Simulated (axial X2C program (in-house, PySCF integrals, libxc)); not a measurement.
## Which molecule gave these maps?

PBE0 fields computed with an in-house relativistic program for diatomic molecules, with spin–orbit coupling, near the equilibrium distance, one atom at z = 0.

The maps cover the half plane through the axis: z from -2.4 to 4.2 Å along the bond, ρ from 0.15 to 2.25 Å away from it.

log10 of the density in e/bohr³:

```
 ρ\z  -2.4  -1.8  -1.2  -0.6   0.0   0.6   1.2   1.8   2.4   3.0   3.6   4.2
0.15  -3.9  -2.9  -1.9  -0.4   1.4  -0.4  -1.0  -0.4  -0.5  -1.3  -2.4  -3.4
0.45  -3.9  -3.0  -2.0  -0.8   0.3  -0.8  -1.2  -0.8  -0.8  -1.5  -2.5  -3.5
0.75  -4.0  -3.1  -2.3  -1.4  -0.8  -1.3  -1.5  -1.2  -1.2  -1.8  -2.7  -3.7
1.05  -4.2  -3.3  -2.5  -1.9  -1.5  -1.7  -1.9  -1.7  -1.7  -2.2  -3.0  -3.9
1.35  -4.4  -3.6  -2.9  -2.3  -2.0  -2.1  -2.3  -2.2  -2.2  -2.6  -3.3  -4.2
1.65  -4.6  -3.9  -3.2  -2.8  -2.5  -2.6  -2.7  -2.7  -2.8  -3.1  -3.7  -4.5
1.95  -4.9  -4.2  -3.6  -3.2  -3.0  -3.1  -3.2  -3.3  -3.3  -3.6  -4.1  -4.8
2.25  -5.2  -4.6  -4.0  -3.6  -3.5  -3.5  -3.7  -3.8  -3.8  -4.1  -4.6  -5.2
```

Electron localisation function (collinear form, no current term, damped to 0 at low density):

```
 ρ\z  -2.4  -1.8  -1.2  -0.6   0.0   0.6   1.2   1.8   2.4   3.0   3.6   4.2
0.15  0.01  0.14  0.10  0.41  0.34  0.36  0.80  0.06  0.16  0.96  0.78  0.06
0.45  0.01  0.14  0.12  0.23  0.71  0.21  0.72  0.65  0.86  0.94  0.70  0.04
0.75  0.00  0.13  0.13  0.14  0.25  0.18  0.58  0.78  0.90  0.90  0.54  0.02
1.05  0.00  0.09  0.16  0.15  0.17  0.25  0.37  0.60  0.80  0.77  0.29  0.01
1.35  0.00  0.03  0.18  0.19  0.22  0.29  0.18  0.30  0.55  0.48  0.10  0.00
1.65  0.00  0.01  0.12  0.22  0.26  0.26  0.07  0.09  0.22  0.16  0.02  0.00
1.95  0.00  0.00  0.03  0.14  0.20  0.13  0.02  0.02  0.05  0.02  0.00  0.00
2.25  0.00  0.00  0.00  0.02  0.05  0.03  0.00  0.00  0.01  0.00  0.00  0.00
```

Axial spin density in 10⁻³ e/bohr³:

```
 ρ\z  -2.4  -1.8  -1.2  -0.6   0.0  0.6   1.2    1.8    2.4   3.0   3.6  4.2
0.15   0.1   0.6   3.2   4.3  -8.4  2.2  -9.2  -55.3  -62.2  -7.3  -0.5  0.0
0.45   0.1   0.5   2.6   5.1  -1.2  1.6  -8.7  -52.7  -50.3  -5.8  -0.4  0.0
0.75   0.1   0.3   1.8   4.3   2.8  1.0  -6.1  -25.0  -22.1  -3.5  -0.3  0.0
1.05   0.0   0.2   1.0   2.5   2.5  0.5  -3.2   -9.2   -7.8  -1.7  -0.2  0.0
1.35   0.0   0.1   0.5   1.2   1.2  0.2  -1.4   -3.1   -2.6  -0.8  -0.1  0.0
1.65   0.0   0.1   0.2   0.5   0.5  0.1  -0.5   -1.0   -0.8  -0.3  -0.1  0.0
1.95   0.0   0.0   0.1   0.2   0.2  0.0  -0.2   -0.3   -0.3  -0.1   0.0  0.0
2.25   0.0   0.0   0.0   0.1   0.1  0.0  -0.1   -0.1   -0.1   0.0   0.0  0.0
```

**Question.** Which molecule is it?
A. SF⁻
B. ZnC⁺
C. MoBr⁻
D. PdS⁺

**Answer.** B. ZnC⁺, with Zn at z = 0 and C at z = 2.075 Å, state Ω = 1/2 (⟨Sz⟩ = -0.50, ⟨Lz⟩ = 1.00 at PBE0), basis Zn dyall-cv3z [9s10p6d3f2g], C dyall-v3z [7s6p2d1f] (cores contracted in-house). Occupations by symmetry block were frozen at the best pattern of an incomplete PBE0 search. Density functionals use the spin component along the axis (collinear). The functionals have no current-density term, which raises determinants with orbital currents, atoms included. The determinant is spin-polarised beyond a pure state at some levels (its spin-free form has ⟨S²⟩ too high), which makes Re and μ there less reliable.
